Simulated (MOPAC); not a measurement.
Job for MOPAC: PM6 on BCl, a point of a bond scan (R = 2.582 Å).

```
PM6 1SCF PRECISE CHARGE=0 THREADS=1
BCl

B     -0.00000000 1    -0.00000000 1    -1.33031220 1
Cl     0.00000000 1     0.00000000 1     1.25205855 1
```

It printed:

```
*******************************************************************************
 **                                                                           **
 **                              MOPAC v23.2.5                                **
 **                                                                           **
 *******************************************************************************
 ** MOPAC's Digital Object Identifier: https://doi.org/10.5281/zenodo.6511958 **
 **                                                                           **
 ** Please cite the open-source release paper for use of this MOPAC version:  **
 ** J. E. Moussa and J. J. P. Stewart (2026)                                  **
 ** MOPAC: An open-source semiempirical molecular orbital program             **
 ** J. Open Source Softw., 11(119), 8025, https://doi.org/10.21105/joss.08025 **
 *******************************************************************************

                              PM6 CALCULATION RESULTS

 *******************************************************************************
 *  PM6        - The PM6 Hamiltonian to be used
 *
 *
 *
 *                 CHARGE ON SYSTEM = 0
 *
 *
 *
 *  PRECISE    - TIGHTER CRITERIA TO BE USED
 *  1SCF       - DO 1 SCF AND THEN STOP
 *  THREADS=1  - MULTI-THREADING NOT USED
 *  T=         - A TIME OF 172800.0 SECONDS REQUESTED
 *  DUMP=N     - RESTART FILE WRITTEN EVERY 7200.0 SECONDS REQUESTED
 *******************************************************************************
PM6 1SCF PRECISE CHARGE=0 THREADS=1
 BCl

   ATOM   CHEMICAL          X               Y               Z
  NUMBER   SYMBOL      (ANGSTROMS)     (ANGSTROMS)     (ANGSTROMS)

     1       B         -0.00000000  *  -0.00000000  *  -1.33031220  *
     2      Cl          0.00000000  *   0.00000000  *   1.25205855  *



          CARTESIAN COORDINATES

    NO.       ATOM           X           Y           Z

     1         B         -0.0000     -0.0000     -1.3303
     2        Cl          0.0000      0.0000      1.2521

 General Reference for PM6:
 "Optimization of Parameters for Semiempirical Methods V: Modification of NDDO Approximations
 and Application to 70 Elements", J. J. P. Stewart, J. Mol. Mod., 13, 1173-1213 (2007)
 URL: https://link.springer.com/article/10.1007/s00894-007-0233-4

           Empirical Formula: B Cl  =     2 atoms



      MOLECULAR POINT GROUP   :   C*v


      RHF CALCULATION, NO. OF DOUBLY OCCUPIED LEVELS = 5


 -------------------------------------------------------------------------------
 PM6 1SCF PRECISE CHARGE=0 THREADS=1
 BCl



     1SCF WAS SPECIFIED, SO BFGS WAS NOT USED
     SCF FIELD WAS ACHIEVED


                              PM6 CALCULATION
                                                       MOPAC v23.2.5 Linux




          FINAL HEAT OF FORMATION =         79.94884 KCAL/MOL =     334.50594 KJ/MOL


          COSMO AREA              =         84.90 SQUARE ANGSTROMS
          COSMO VOLUME            =         66.83 CUBIC ANGSTROMS

          IONIZATION POTENTIAL    =          9.448456 EV
          HOMO LUMO ENERGIES (EV) =         -9.448 -0.895
          NO. OF FILLED LEVELS    =          5
          MOLECULAR WEIGHT        =         46.2630         POINT GROUP:  C*v

          MOLECULAR DIMENSIONS (Angstroms)

            Atom       Atom       Distance
           Cl     2    B     1     2.58237
           Cl     2    B     1     0.00000
            B     1   Cl     2     0.00000


          SCF CALCULATIONS        =          1





   ATOM   CHEMICAL          X               Y               Z
  NUMBER   SYMBOL      (ANGSTROMS)     (ANGSTROMS)     (ANGSTROMS)

     1       B         -0.00000000  *  -0.00000000  *  -1.33031220  *
     2      Cl          0.00000000  *   0.00000000  *   1.25205855  *

                             CARTESIAN COORDINATES

   1    B       -0.000000000    -0.000000000    -1.330312200
   2   Cl        0.000000000     0.000000000     1.252058550


           Empirical Formula: B Cl  =     2 atoms



      MOLECULAR POINT GROUP   :   C*v


                  EIGENVALUES
 -25.45580 -12.98272  -9.70871  -9.44846  -9.44846  -0.89453  -0.89453  -0.15267
  98.79631  98.95219  98.95219  99.46454  99.46454


              NET ATOMIC CHARGES AND DIPOLE CONTRIBUTIONS

  ATOM NO.   TYPE          CHARGE      No. of ELECS.   s-Pop       p-Pop       d-Pop
    1          B           0.788840        2.2112     1.98243     0.22873
    2         Cl          -0.788840        7.7888     1.99953     5.78880     0.00051
 DIPOLE           X         Y         Z       TOTAL
 POINT-CHG.     0.000     0.000    -9.785     9.785
 HYBRID        -0.000    -0.000     0.957     0.957
 SUM           -0.000    -0.000    -8.827     8.827


          ATOMIC ORBITAL ELECTRON POPULATIONS

     Atom    s        px        py        pz      x^2-y^2     xz        z^2       yz        xy
    1  B   1.98243   0.01069   0.01069   0.20735
    2 Cl   1.99953   1.98924   1.98924   1.81031   0.00000   0.00007   0.00038   0.00007   0.00000

 **********************
 *                    *
 * JOB ENDED NORMALLY *
 *                    *
 **********************




 == MOPAC DONE ==
```

The run finished.

Cost: about 0.010 core-seconds (a rough figure).
